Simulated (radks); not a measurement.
Results of a calculation; reference values are marked as such.
Os LXXVI, configuration 1s1.

Level of theory: scalar-relativistic Kohn-Sham, PBEsol, spin-polarised, spherical densities, finite nucleus; open shells are filled with parallel spins first (spin-orbit coupling, left out, can overturn this in heavy ions); Fermi nuclear charge, rms radius 5.4126 fm (a radial shooting solver on a logarithmic mesh with Libxc functionals).

Energy parts (eV):
total: -85712.83
kinetic: 102864.12
electron-nucleus: -188615.29
Hartree: 737.26
exchange-correlation: -698.92

Orbitals (lengths in bohr, moments of r in powers of bohr; <r^-3> diverges for s and p1/2; r(max) is where P^2 peaks):
orbital  occ.  eigenvalue (eV)  <r^-3>  <1/r>      <r>   r(max)
1s up       1        -85175.96       -  91.22  0.01755  0.01095
2s up       0        -21571.22       -  22.67  0.07056  0.06077
2p up       0        -20175.56   26140  20.42  0.06220  0.04910

The highest occupied level is 1s up at -85176 eV. The spin density at the nucleus is 774400 e/bohr^3 (1s 774400). Spin moment in Bohr magnetons: 1. The density falls to 0.001 e/bohr^3 at r = 0.12 bohr. Summed over all electrons, <r^2> = 0.0004235 bohr^2, which gives a Langevin (diamagnetic) susceptibility term of -0.000335 x 10^-6 cm^3/mol. For comparison, the ionisation energy in NIST's Atomic Spectra Database is 85614.4 eV (theoretical). In exact Kohn-Sham theory the highest level is minus the ionisation energy, but local and semilocal functionals leave it too shallow, through self-interaction and a potential that decays too fast; potentials with the right tail come closer. The electron density at the nucleus is 7.744e+05 e/bohr^3 (large components only).
